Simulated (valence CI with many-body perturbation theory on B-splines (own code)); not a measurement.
## Hf LX: electric-dipole lines

Calculated by configuration interaction combined with many-body perturbation theory (CI+MBPT): three valence electrons over a frozen Dirac-Fock core [Ne], radial functions for each j: 11 s, 11 p, 10 d, 8 f, 5 g, 2 h, with the one-electron correlation potential Σ1 (screened to all orders), the two-electron term Σ2, the three-electron term Σ3, Breit, model QED; selected single and double excitations, second order for the rest, scaled by the run's own slope (own B-spline code, finite nucleus).

No measured spectrum was set against this ion. As an estimate, large intervals hold to a few tenths of a per cent, small ones and those within an open d or f shell to about a per cent.

Lines 51 to 100 of 589 in falling wavelength, among levels below 3066.5 eV, chosen from the strongest by gf and those to the six lowest levels. Wavelengths and rates use the calculated energies. Electric multipoles are in the length gauge, E1 and E2 with the static RPA response of the core. Weak lines are less certain than strong ones. Lines between different terms over intervals too small for the method are left out, as are lines whose strength nearly cancels. The highest levels of a list are the least certain.

Levels are named by their leading jj configuration (3d3/2^4 stands for four electrons in 3d with j = 3/2), which in mixed levels can hold well under half, so a name can repeat and another be missing. Letters in brackets count levels of one name in rising energy.

| λ vac (Å) | Upper | Lower | A (s⁻¹) | S (a.u.) |
| --- | --- | --- | --- | --- |
| 66.53 | (3p1/2 3p3/2 3d3/2) J=5/2 [a] | (3p1/2 3p3/2^2) J=5/2 | 2.47e+10 | 2.16e-02 |
| 65.80 | (3p1/2 3p3/2 3d5/2) J=9/2 | (3s 3p3/2 3d5/2) J=9/2 | 3.64e+10 | 5.11e-02 |
| 64.78 | (3s 3p1/2 3d3/2) J=3/2 [a] | (3s 3p1/2 3p3/2) J=5/2 | 3.09e+10 | 1.66e-02 |
| 64.57 | (3p1/2^2 3d3/2) J=3/2 | (3s 3p1/2 3d3/2) J=3/2 [a] | 4.20e+10 | 2.24e-02 |
| 63.41 | (3p1/2^2 3p3/2) J=3/2 | (3s 3p1/2 3p3/2) J=3/2 [a] | 1.99e+10 | 1.00e-02 |
| 62.41 | (3d3/2^2 3d5/2) J=9/2 | (3p3/2 3d3/2 3d5/2) J=7/2 [c] | 1.48e+10 | 1.77e-02 |
| 61.12 | (3s^2 4p3/2) J=3/2 | (3s^2 4s) J=1/2 | 3.65e+11 | 1.65e-01 |
| 60.93 | (3s 3p1/2 3d3/2) J=5/2 | (3s 3p1/2 3p3/2) J=5/2 | 1.05e+10 | 7.02e-03 |
| 59.51 | (3s 3p1/2 3d3/2) J=1/2 | (3s 3p1/2 3p3/2) J=3/2 [b] | 3.16e+08 | 6.57e-05 |
| 59.37 | (3s 3p1/2 3d3/2) J=3/2 [a] | (3s 3p1/2 3p3/2) J=3/2 [a] | 2.87e+08 | 1.19e-04 |
| 58.18 | (3p1/2 3d3/2 3d5/2) J=9/2 | (3p1/2 3p3/2 3d5/2) J=9/2 | 3.34e+10 | 3.24e-02 |
| 57.84 | (3s 3p1/2 3d3/2) J=3/2 [b] | (3s 3p1/2 3p3/2) J=3/2 [b] | 4.71e+09 | 1.80e-03 |
| 56.12 | (3s 3p1/2 3d3/2) J=5/2 | (3s 3p1/2 3p3/2) J=3/2 [a] | 1.46e+08 | 7.62e-05 |
| 55.98 | (3d3/2 3d5/2^2) J=11/2 | (3p3/2 3d5/2^2) J=9/2 | 2.02e+10 | 2.10e-02 |
| 54.96 | (3s^2 3d3/2) J=3/2 | (3s^2 3p3/2) J=3/2 | 2.79e+08 | 9.14e-05 |
| 52.95 | (3d3/2^2 3d5/2) J=9/2 | (3p3/2 3d3/2 3d5/2) J=9/2 [a] | 2.19e+10 | 1.61e-02 |
| 52.76 | (3s 3p1/2 3d3/2) J=3/2 [b] | (3s 3p1/2 3p3/2) J=5/2 | 1.70e+09 | 4.92e-04 |
| 52.43 | (3d3/2 3d5/2^2) J=7/2 [b] | (3p3/2 3d5/2^2) J=7/2 [a] | 2.60e+10 | 1.48e-02 |
| 52.42 | (3d3/2 3d5/2^2) J=11/2 | (3p3/2 3d5/2^2) J=11/2 | 3.80e+10 | 3.25e-02 |
| 51.88 | (3p3/2 3d5/2^2) J=5/2 [a] | (3p3/2^2 3d5/2) J=3/2 | 5.14e+10 | 2.13e-02 |
| 50.31 | (3s 3p1/2 3d3/2) J=1/2 | (3s 3p1/2 3p3/2) J=3/2 [a] | 5.44e+09 | 6.84e-04 |
| 49.19 | (3p3/2 3d5/2^2) J=7/2 [a] | (3p3/2^2 3d5/2) J=5/2 [a] | 3.24e+10 | 1.52e-02 |
| 49.11 | (3s 3p1/2 3d3/2) J=3/2 [b] | (3s 3p1/2 3p3/2) J=3/2 [a] | 3.95e+09 | 9.23e-04 |
| 48.98 | (3d5/2^3) J=3/2 | (3p3/2 3d5/2^2) J=3/2 [b] | 1.53e+11 | 3.56e-02 |
| 48.93 | (3s 3p3/2 3d5/2) J=3/2 [a] | (3s 3p3/2^2) J=3/2 | 5.89e+10 | 1.36e-02 |
| 48.77 | (3d5/2^3) J=9/2 | (3p3/2 3d5/2^2) J=7/2 [b] | 2.95e+11 | 1.69e-01 |
| 48.55 | (3s 3p1/2 3d5/2) J=5/2 [a] | (3s 3p1/2 3p3/2) J=3/2 [b] | 1.99e+09 | 6.75e-04 |
| 48.50 | (3s 3d5/2^2) J=5/2 | (3s 3p3/2 3d5/2) J=3/2 [b] | 5.64e+10 | 1.91e-02 |
| 48.14 | (3d3/2 3d5/2^2) J=7/2 [a] | (3p3/2 3d3/2 3d5/2) J=5/2 [c] | 9.10e+10 | 4.01e-02 |
| 47.49 | (3s 3d5/2^2) J=7/2 | (3s 3p3/2 3d5/2) J=5/2 [b] | 2.87e+11 | 1.21e-01 |
| 47.46 | (3d3/2 3d5/2^2) J=5/2 [a] | (3p3/2 3d3/2 3d5/2) J=3/2 [c] | 9.08e+10 | 2.88e-02 |
| 47.43 | (3s 3d5/2^2) J=9/2 | (3s 3p3/2 3d5/2) J=7/2 [b] | 8.27e+10 | 4.36e-02 |
| 46.88 | (3d5/2^3) J=5/2 | (3p3/2 3d5/2^2) J=3/2 [b] | 2.41e+11 | 7.36e-02 |
| 46.80 | (3d3/2 3d5/2^2) J=9/2 | (3p3/2 3d3/2 3d5/2) J=7/2 [c] | 2.35e+11 | 1.19e-01 |
| 46.58 | (3d3/2 3d5/2^2) J=7/2 [b] | (3p3/2 3d3/2 3d5/2) J=5/2 [d] | 1.43e+11 | 5.72e-02 |
| 46.46 | (3s 3d3/2 3d5/2) J=3/2 [b] | (3s 3p3/2 3d3/2) J=1/2 [b] | 6.46e+10 | 1.28e-02 |
| 46.42 | (3d3/2 3d5/2^2) J=11/2 | (3p3/2 3d3/2 3d5/2) J=9/2 [b] | 3.21e+11 | 1.90e-01 |
| 46.36 | (3p1/2 3d5/2^2) J=5/2 | (3p1/2 3p3/2 3d5/2) J=3/2 [b] | 6.92e+10 | 2.04e-02 |
| 46.36 | (3s 3d3/2 3d5/2) J=5/2 [b] | (3s 3p3/2 3d3/2) J=5/2 [b] | 5.21e+10 | 1.54e-02 |
| 46.31 | (3s 3d3/2 3d5/2) J=7/2 [b] | (3s 3p3/2 3d3/2) J=5/2 [b] | 1.79e+11 | 7.00e-02 |
| 46.25 | (3p1/2 3d5/2^2) J=7/2 | (3p1/2 3p3/2 3d5/2) J=5/2 [b] | 2.90e+11 | 1.13e-01 |
| 46.19 | (3p1/2 3d5/2^2) J=3/2 | (3p1/2 3p3/2 3d5/2) J=1/2 | 8.64e+10 | 1.68e-02 |
| 46.14 | (3d5/2^3) J=3/2 | (3p3/2 3d5/2^2) J=5/2 [b] | 8.13e+10 | 1.58e-02 |
| 46.05 | (3d5/2^3) J=3/2 | (3p3/2 3d5/2^2) J=3/2 [a] | 9.40e+10 | 1.81e-02 |
| 46.01 | (3p3/2 3d3/2 3d5/2) J=7/2 [b] | (3p3/2^2 3d3/2) J=7/2 | 9.54e+10 | 3.67e-02 |
| 45.99 | (3s 3d5/2^2) J=3/2 | (3s 3p3/2 3d5/2) J=3/2 [b] | 1.12e+11 | 2.15e-02 |
| 45.92 | (3p3/2 3d5/2^2) J=11/2 | (3p3/2^2 3d5/2) J=9/2 | 1.57e+11 | 9.02e-02 |
| 45.87 | (3d3/2 3d5/2^2) J=5/2 [b] | (3p3/2 3d3/2 3d5/2) J=3/2 [c] | 1.09e+11 | 3.11e-02 |
| 45.77 | (3p3/2 3d5/2^2) J=7/2 [b] | (3p3/2^2 3d5/2) J=5/2 [b] | 5.07e+11 | 1.92e-01 |
| 45.72 | (3d3/2 3d5/2^2) J=5/2 [a] | (3p3/2 3d3/2 3d5/2) J=3/2 [b] | 1.88e+11 | 5.31e-02 |
